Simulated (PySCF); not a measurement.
Si(H)3(SMe), CH6SSi, SMILES [SiH3]SC (PBE0/def2-SVP optimised geometry):

```
9

Si    -0.795    -0.341     0.000
S      1.344    -0.341     0.000
C      1.663     0.547    -1.560
H     -1.204    -1.049     1.246
H     -1.344     1.051     0.000
H     -1.344    -1.051    -1.197
H      1.258     0.002    -2.425
H      2.754     0.613    -1.667
H      1.251     1.566    -1.536
```

Computed with PBE0/def2-TZVP run with PySCF.

Problem. What are the frontier orbital energies and the dipole moment?

Solution. HOMO-2 -9.67 eV, HOMO-1 -8.67 eV, HOMO -6.95 eV, LUMO 0.11 eV, LUMO+1 0.59 eV; dipole moment 1.45 D.

On the same geometry PBE/def2-TZVP run with PySCF gives HOMO-2 -8.35 eV, HOMO-1 -7.45 eV, HOMO -5.75 eV, LUMO -0.76 eV, LUMO+1 -0.34 eV; dipole moment 1.40 D.

Meta-Löwdin charges at PBE0/def2-TZVP: Si1 0.43, S2 -0.17, C3 -0.40, H4 -0.07, H5 -0.09, H6 -0.09, H7 0.13, H8 0.14, H9 0.13.
